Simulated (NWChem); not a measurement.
Program: NWChem. System: HAlCl2S, charge 0, spin multiplicity 1, at a geometry optimised with B3LYP/def2-SVP. The structure started from a generated list of species. Level: PBE/6-31G* (spherical d).

The NWChem input:

```
start mol
memory heap 200 mb stack 900 mb global 1100 mb
geometry units angstroms nocenter noautoz
  Al    -0.011862     0.018978     0.000000
  Cl     0.093351     2.111182     0.000000
  Cl    -1.883591    -0.931281     0.000000
  S      1.836903    -1.124138     0.000000
  H      1.197838    -2.318819     0.000000
  symmetry group Cs
end
basis spherical
  * library 6-31g*
end
dft
  xc xpbe96 cpbe96
  semidirect memsize 60000000 filesize 0
  iterations 100
end
task dft energy
```

Output (cleaned and shortened):

```
             Northwest Computational Chemistry Package (NWChem) 7.3.0
             --------------------------------------------------------

                                NWChem Input Module
                                -------------------

 Scaling coordinates for geometry "geometry" by  1.889725989
 (inverse scale =  0.529177249)

 Turning off AUTOSYM since
 SYMMETRY directive was detected!

                             Geometry "geometry" -> ""
                             -------------------------

 Output coordinates in angstroms (scale by  1.889725989 to convert to a.u.)

  No.       Tag          Charge          X              Y              Z
 ---- ---------------- ---------- -------------- -------------- --------------
    1 Al                  13.0000    -0.01186200     0.01897800     0.00000000
    2 Cl                  17.0000     0.09335100     2.11118200     0.00000000
    3 Cl                  17.0000    -1.88359100    -0.93128100     0.00000000
    4 S                   16.0000     1.83690300    -1.12413800     0.00000000
    5 H                    1.0000     1.19783800    -2.31881900     0.00000000

 Effective nuclear repulsion energy (a.u.)     295.6213860833

            Nuclear Dipole moment (a.u.)
            ----------------------------
        X                 Y               Z
 ---------------- ---------------- ----------------
    -0.0000000000     0.0000075589     0.0000000000

      Symmetry information
      --------------------

 Group name             Cs
 Group number              2
 Group order               2
 No. of unique centers     5

      Symmetry unique atoms

     1    2    3    4    5


 Summary of "ao basis" -> "" (spherical)
 ------------------------------------------------------------------------------
       Tag                 Description            Shells   Functions and Types
 ---------------- ------------------------------  ------  ---------------------
 *                           6-31g*                   on all atoms

  pbe96 is a nonlocal functional; adding pw91lda local functional.

                                 NWChem DFT Module
                                 -----------------

 Summary of "ao basis" -> "ao basis" (spherical)
 ------------------------------------------------------------------------------
       Tag                 Description            Shells   Functions and Types
 ---------------- ------------------------------  ------  ---------------------
 Al                          6-31g*                  8       18   4s3p1d
 Cl                          6-31g*                  8       18   4s3p1d
 S                           6-31g*                  8       18   4s3p1d
 H                           6-31g*                  2        2   2s

 Summary of "ao basis" -> "ao basis" (spherical)
 ------------------------------------------------------------------------------
       Tag                 Description            Shells   Functions and Types
 ---------------- ------------------------------  ------  ---------------------
 Al                          6-31g*                  8       18   4s3p1d
 Cl                          6-31g*                  8       18   4s3p1d
 S                           6-31g*                  8       18   4s3p1d
 H                           6-31g*                  2        2   2s

      Symmetry analysis of basis
      --------------------------

        a'         54
        a"         20

            General Information
            -------------------
[...]
 d= 0,ls=0.0,diis     4  -1561.0381990027 -8.09D-03  7.66D-04  2.17D-03     3.0
 d= 0,ls=0.0,diis     5  -1561.0385999491 -4.01D-04  1.83D-04  7.23D-05     3.3
  Resetting Diis
 d= 0,ls=0.0,diis     6  -1561.0386101799 -1.02D-05  7.23D-05  1.74D-05     3.5
 d= 0,ls=0.0,diis     7  -1561.0386133019 -3.12D-06  3.93D-05  1.06D-06     3.8
 d= 0,ls=0.0,diis     8  -1561.0386130163  2.86D-07  2.40D-05  2.64D-06     4.0
 d= 0,ls=0.0,diis     9  -1561.0386134972 -4.81D-07  2.02D-06  1.20D-08     4.3

         Total DFT energy =    -1561.038613497229
      One electron energy =    -2748.018657823735
           Coulomb energy =      991.977432172892
    Exchange-Corr. energy =     -100.618773929639
 Nuclear repulsion energy =      295.621386083253

 Numeric. integr. density =       63.999994140773

     Total iterative time =      3.5s

                  Occupations of the irreducible representations
                  ----------------------------------------------

                     irrep           alpha         beta
                     --------     --------     --------
                     a'               25.0         25.0
                     a"                7.0          7.0

                       DFT Final Molecular Orbital Analysis
                       ------------------------------------

 Vector   30  Occ=2.000000D+00  E=-2.972814D-01  Symmetry=a'
              MO Center=  4.6D-01,  6.9D-01, -1.4D-14, r^2= 5.0D+00
   Bfn.  Coefficient  Atom+Function         Bfn.  Coefficient  Atom+Function
  ----- ------------  ---------------      ----- ------------  ---------------
    25      0.529558  2 Cl px                61      0.364535  4 S  px
    29      0.277629  2 Cl px                43      0.243826  3 Cl px
    21     -0.207452  2 Cl px                65      0.168398  4 S  px
    57     -0.141567  4 S  px                26     -0.126870  2 Cl py
    62     -0.127031  4 S  py                47      0.121315  3 Cl px

 Vector   31  Occ=2.000000D+00  E=-2.936868D-01  Symmetry=a'
              MO Center= -8.0D-01, -1.4D-01, -8.5D-15, r^2= 5.0D+00
   Bfn.  Coefficient  Atom+Function         Bfn.  Coefficient  Atom+Function
  ----- ------------  ---------------      ----- ------------  ---------------
    44      0.505533  3 Cl py                25      0.367775  2 Cl px
    48      0.272819  3 Cl py                43     -0.266566  3 Cl px
    61     -0.239691  4 S  px                40     -0.197976  3 Cl py
    29      0.196824  2 Cl px                21     -0.144179  2 Cl px
    47     -0.141295  3 Cl px                26      0.115705  2 Cl py

 Vector   32  Occ=2.000000D+00  E=-2.585654D-01  Symmetry=a"
              MO Center=  1.6D+00, -9.8D-01,  1.1D-14, r^2= 2.3D+00
   Bfn.  Coefficient  Atom+Function         Bfn.  Coefficient  Atom+Function
  ----- ------------  ---------------      ----- ------------  ---------------
    63      0.654270  4 S  pz                67      0.388564  4 S  pz
    59     -0.251178  4 S  pz                27     -0.128982  2 Cl pz
     9      0.121595  1 Al pz                45     -0.120589  3 Cl pz
    31     -0.084951  2 Cl pz                49     -0.079686  3 Cl pz
    17     -0.052378  1 Al d  1              23      0.050527  2 Cl pz

 Vector   33  Occ=0.000000D+00  E=-7.696808D-02  Symmetry=a'
              MO Center=  3.9D-02, -9.4D-02, -5.5D-16, r^2= 4.9D+00
   Bfn.  Coefficient  Atom+Function         Bfn.  Coefficient  Atom+Function
  ----- ------------  ---------------      ----- ------------  ---------------
    10      1.206346  1 Al s                  6      0.536147  1 Al s
    46     -0.346389  3 Cl s                 64     -0.341115  4 S  s
    28     -0.314436  2 Cl s                 65      0.301527  4 S  px
    30      0.297323  2 Cl py                47     -0.283656  3 Cl px
    61      0.270564  4 S  px                26      0.265245  2 Cl py

 Vector   34  Occ=0.000000D+00  E=-6.768817D-02  Symmetry=a"
              MO Center=  3.7D-02, -1.7D-02, -2.4D-15, r^2= 4.0D+00
   Bfn.  Coefficient  Atom+Function         Bfn.  Coefficient  Atom+Function
  ----- ------------  ---------------      ----- ------------  ---------------
     9      0.697254  1 Al pz                13      0.531873  1 Al pz
    67     -0.260603  4 S  pz                63     -0.256216  4 S  pz
    45     -0.227943  3 Cl pz                27     -0.226083  2 Cl pz
    31     -0.215520  2 Cl pz                 5     -0.212091  1 Al pz
    49     -0.213020  3 Cl pz                59      0.093646  4 S  pz

 Vector   35  Occ=0.000000D+00  E=-2.538760D-02  Symmetry=a'
              MO Center=  1.4D+00, -1.2D+00, -1.1D-14, r^2= 3.6D+00
   Bfn.  Coefficient  Atom+Function         Bfn.  Coefficient  Atom+Function
  ----- ------------  ---------------      ----- ------------  ---------------
    74      1.244215  5 H  s                 64     -0.861812  4 S  s
    66      0.650569  4 S  py                10      0.405295  1 Al s
    62      0.379258  4 S  py                11      0.357687  1 Al px
    65      0.357054  4 S  px                 6     -0.312233  1 Al s
    73      0.259082  5 H  s                  8      0.222243  1 Al py

 center of mass
 --------------
 x =  -0.04343761 y =   0.05082734 z =   0.00000000

 moments of inertia (a.u.)
 ------------------
         828.217777558871           1.831394204895           0.000000000000
           1.831394204895         834.318505265289           0.000000000000
           0.000000000000           0.000000000000        1662.536282824161

     Multipole analysis of the density
     ---------------------------------

     L   x y z        total         alpha         beta         nuclear
     -   - - -        -----         -----         ----         -------
     0   0 0 0     -0.000000    -32.000000    -32.000000     64.000000

     1   1 0 0      0.075074      0.037537      0.037537     -0.000000
     1   0 1 0     -0.512644     -0.256326     -0.256326      0.000008
     1   0 0 1      0.000000      0.000000      0.000000      0.000000

     2   2 0 0    -41.791756   -227.815393   -227.815393    413.839030
     2   1 1 0     -0.679970      4.388902      4.388902     -9.457773
     2   1 0 1      0.000000      0.000000      0.000000      0.000000
     2   0 2 0    -37.604583   -226.129246   -226.129246    414.653908
     2   0 1 1      0.000000      0.000000      0.000000      0.000000
     2   0 0 2    -36.981766    -18.490883    -18.490883      0.000000

 Task  times  cpu:        4.3s     wall:        4.3s

 Total times  cpu:        4.3s     wall:        4.3s
```
